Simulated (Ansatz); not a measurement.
# Match the barriers

Saddle point of GeH5SBr, closed shell (GeH₄S ([SH][GeH3]) + HBr → GeH₃Br ([GeH3][Br]) + H₂S; bonds formed: Ge1–Br7, S2–H6; bonds broken: Ge1–S2, H6–Br7), PBE0-D4/def2-TZVP structure:

```
8
angstrom
Ge -0.8154 0.4772 -0.2278
S 0.5293 -1.3519 0.9023
H -0.6768 0.9103 -1.6887
H -1.2211 1.4750 0.8529
H -1.9233 -0.6200 -0.2618
H 1.5800 -0.4426 0.7610
Br 1.7254 1.5086 -0.0711
H 0.8022 -1.9566 -0.2669
```

Program: Ansatz 0.2.0. Basis: def2-TZVPP, with def2-QZVPP for the basis limit. Cores are frozen in the correlated methods. Filled d shells of the heavier atoms are correlated. The def2 sets are not built for correlating such inner shells, so the correlated values are less sure here. B3LYP uses VWN-RPA correlation. Extrapolation: Hartree–Fock as exp(−7.88 √X), correlation as X^−2.97. Four methods, as single points on the PBE0-D4 structures, gave these electronic barriers from the start structure: 0.943, 1.099, 1.264, 1.486 eV.

Task: The methods were, in alphabetical order, B3LYP-D4, HF, MP2, PBE-D4. Which gave which? (Judge from chemistry; the calculation decides.)

Result: The calculation gives: PBE-D4 0.943; B3LYP-D4 1.099; MP2 1.264; HF 1.486 eV. For comparison, CCSD(T) at an estimated basis limit (MP2 extrapolated from triple and quadruple zeta, plus CCSD(T) − MP2 in triple zeta) gives 1.230 eV.

T1 diagnostic: at most 0.012.

Labels in which every atom is bracketed show which atoms are joined, not bond orders.

For scale, one of the runs: CCSD(T)/def2-TZVPP, 208 basis functions, launched by `ansatz run in.yaml --threads 4 --pin off --events-out ev --progress --plain --max-ram 9574MiB`. Time: 2.1 min of wall clock on 4 CPU threads of an Arm Neoverse V1; the host was shared. Peak host memory: 2.7 GiB.
